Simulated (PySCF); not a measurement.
# Spinor energies of Hf⁴⁴⁺ (hafnium, charge +44)

Start: [Ar] 3d10. Calculated with PySCF 2.14 in an uncontracted even-tempered set (16 s from 10 bohr⁻², ratio 2.8; 13 p from 13 bohr⁻², ratio 2.8; 8 d from 13 bohr⁻², ratio 2.8; 3 f from 52 bohr⁻², ratio 3): generalised Hartree-Fock with the X2C-1e Hamiltonian and a Gaussian nucleus; one run each with spin-orbit coupling (SO) switched off, then screened by Boettger's factors.

```csv
spinor shell,electrons,"ε, spin-free (eV)","ε, screened SO (eV)",weight of nominal j (screened SO),"rms radius, screened SO (bohr)"
1s1/2,2,-67887.2,-67870.4,1.000,0.0215
2s1/2,2,-13513.6,-13508.7,1.000,0.0868
2p1/2,2,-12135.5,-12989.6,1.000,0.0738
3s1/2,2,-4675.1,-4673.8,1.000,0.218
3p1/2,2,-4252.9,-4447.5,1.000,0.209
3p3/2,4,-4252.9,-4172.3,1.000,0.223
3d3/2,4,-3770.5,-3806.1,1.000,0.196
3d5/2,6,-3770.5,-3746.3,1.000,0.199
```

(1) Where does 2p3/2 lie, and what is the 2p spin-orbit splitting (screened SO)?

| quantity | spin-free | screened SO |
| --- | --- | --- |
| E (hartree) | -13752.93547 | -13768.21803 |
| M_J | 0 | 0 |
| ⟨J²⟩ | 0.000 | 0.000 |
| ⟨L²⟩ | 0.000 | 0.054 |
| ⟨S²⟩ | 0.000 | 0.054 |

Breit and QED terms are absent; they matter most for the inner s and p1/2 levels.

Densities and radii are taken from the X2C orbitals without a picture-change correction, which distorts them close to the nucleus.

Without spin-orbit coupling the j labels of p, d and f shells carry no meaning; the spin-free column gives the mean over the occupied spinors of each nl shell.

## Answers

(1) At -11786.5 eV, 1203.1 eV above 2p1/2.
